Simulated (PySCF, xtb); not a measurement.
GeI4, SMILES [I][Ge]([I])([I])[I].

Harmonic wavenumbers (cm⁻¹) from GFN2-xTB (xtb) at its own minimum, in rising order: 52, 52, 73, 73, 73, 144, 257, 257, 258.

Task: What does ωB97X-D3(BJ)/def2-SVP (PySCF) give at its own minimum? (An estimate is asked for; the answer gives what the named calculation found.)

Result: 55, 55, 81, 81, 81, 177, 301, 301, 301. Paired by order, the mean absolute difference is 22 cm⁻¹ and the zero-point energies are 1.8 and 2.1 kcal/mol.
